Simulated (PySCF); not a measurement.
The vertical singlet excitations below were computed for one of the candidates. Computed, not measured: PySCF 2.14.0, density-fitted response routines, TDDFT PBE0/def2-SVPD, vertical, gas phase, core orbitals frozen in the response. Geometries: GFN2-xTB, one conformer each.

| state | λ (nm) | f |
| --- | --- | --- |
| S1 | 192.5 | 0.0053 |
| S2 | 179.2 | 0.024 |
| S3 | 168.6 | 0.340 |
| S4 | 166.7 | 0.023 |
| S5 | 163.9 | 0.035 |
| S6 | 159.0 | 0.028 |

Orbital energies (eV): HOMO-3 -10.01, HOMO-2 -9.30, HOMO-1 -8.86, HOMO -8.52, LUMO -0.86, LUMO+1 0.26, LUMO+2 0.54.

Question: Which structure fits? All have the formula C6H6FN.
A. `C=C1C[C@@]1(C#N)CF`
B. `Cc1ccc(F)cn1`
C. `F[C@H]1[C@H](C#C)C=NC1`

Answer: A. Its S1, at 6.44 eV, is the highest among the candidates; the nearest of the others has S1 at 5.28 eV. S1 is HOMO-1→LUMO (82%), HOMO→LUMO (13%). Löwdin shares by element: HOMO carbon 75% or more, nitrogen 6% (atoms not listed hold the other 19%); LUMO carbon 65% or more, hydrogen 6% or more (atoms not listed hold the other 30%). At the same level the other candidates give, for their lowest levels:
- `Cc1ccc(F)cn1`: 254 nm (f 0.003); 232 nm (f 0.061); 228 nm (f 0.000); 198 nm (f 0.085); 176 nm (f 0.000); T1 4.11 eV; HOMO -7.36, LUMO -1.03 eV
- `C#C[C@@H]1C=NC[C@H]1F`: 235 nm (f 0.003); 195 nm (f 0.001); 187 nm (f 0.002); 185 nm (f 0.029); 174 nm (f 0.005); T1 4.43 eV; HOMO -7.58, LUMO -0.50 eV

Shape of the structure used: `[CH2:1]=[C:2]1[CH2:3][C@@:4]1([C:5]#[N:6])[CH2:7][F:8]`: C3–C4–C7–F8 -67°.
Triplets come from the Tamm–Dancoff approximation.
